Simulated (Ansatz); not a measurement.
`B[SiH2]N=C` + H–F → `B[SiH2]F` + `C=N` at 298.15 K and 1 bar (ligand exchange at the Si–N bond).

Program: Ansatz. Geometries: PBE0-D4/def2-TZVP. ΔE: electronic, gas phase. CCSD(T)/CBS is the MP2 limit (def2-TZVPP, def2-QZVPP) plus CCSD(T) − MP2 in def2-TZVPP, frozen cores. This one scheme is used for every species. Each species was taken in one conformer, which may not be the lowest.

```
     species  CCSD(T)/CBS energy (Eh)  H − E (kJ/mol)  S (J/(mol·K))
`B[SiH2]N=C`               -410.17839           195.6          326.0
         H–F               -100.39570            33.5          173.6
  `B[SiH2]F`               -416.08532           118.3          289.1
       `C=N`                -94.52360           115.3          227.0
```

H − E and S are ideal-gas, rigid-rotor, harmonic terms from PBE0-D4/def2-TZVP, for one conformer and one mirror image of each species. 1 Eh = 2625.50 kJ/mol, R = 8.31446 J/(mol·K).

By hand: ΔE, ΔH, ΔS and ΔG.

ΔE = (-416.08532) + (-94.52360) − (-410.17839) − (-100.39570) = -0.03483 Eh = -91.4 kJ/mol. Δ(H − E) = 118.3 + 115.3 − 195.6 − 33.5 = 4.5, so ΔH = -86.9 kJ/mol. ΔS = 289.1 + 227.0 − 326.0 − 173.6 = 16.5 J/(mol·K). ΔG = -86.9 − 298.15 × (16.5)/1000 = -91.8 kJ/mol.

By hand: the equilibrium constant, and the temperature at which ΔG would vanish if ΔH and ΔS stayed fixed.

log₁₀ K = −ΔG/(RT ln 10) = 16.1. ΔH and −TΔS have one sign here, so there is no such temperature.

ΔH outweighs TΔS. A doubt of 5 kJ/mol in ΔE shifts log₁₀ K by 0.9 here. Other conformers and mirror images would add mixing entropy, several J/(mol·K) or more a flexible species. These are equilibria of isolated gas molecules and say nothing of rates. Largest T1 diagnostic: 0.013 (customary marks: 0.02 for closed shells, 0.045 for open ones).
